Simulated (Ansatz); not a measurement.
WCl2O2⁺, that is WO2Cl2 with one electron fewer. Charge 1, multiplicity 2. Geometry r2SCAN-D4/def2-SVP, that of the neutral singlet; atoms count from 1.

Cartesian coordinates in Å:
```
W 0.0412 -0.0598 -0.0301
O 0.3611 -1.5601 0.7118
O 0.7936 -0.1215 -1.5577
Cl 1.0074 1.5900 1.2000
Cl -2.2032 0.1514 -0.3240
```

In the def2 sets W takes a core potential; there is no spin–orbit coupling.

(1) Estimate the Mulliken populations from the PBE0/def2-TZVP orbitals of Ansatz.

(2) Where does the spin sit?

(3) And the Mayer bond orders between bonded heavy atoms (over 0.3)?

Answers

(1) 
```json
{"atom": "W1", "charge (e)": "1.44", "spin (α − β)": "-0.30", "d electrons": "3.60"}
{"atom": "O2", "charge (e)": "-0.16", "spin (α − β)": "0.64", "d electrons": "–"}
{"atom": "O3", "charge (e)": "-0.16", "spin (α − β)": "0.64", "d electrons": "–"}
{"atom": "Cl4", "charge (e)": "-0.06", "spin (α − β)": "0.01", "d electrons": "–"}
{"atom": "Cl5", "charge (e)": "-0.06", "spin (α − β)": "0.01", "d electrons": "–"}
```
Mulliken values and Mayer orders depend strongly on the basis.

(2) Summed by element: W -0.30, O 1.27, Cl 0.03, of 1 unpaired in all. Largest on single atoms: O3 0.64, O2 0.64, W1 -0.30.

(3) W1–O2 1.80 (1.70 Å); W1–O3 1.80 (1.70 Å); W1–Cl4 1.30 (2.27 Å); W1–Cl5 1.30 (2.27 Å).
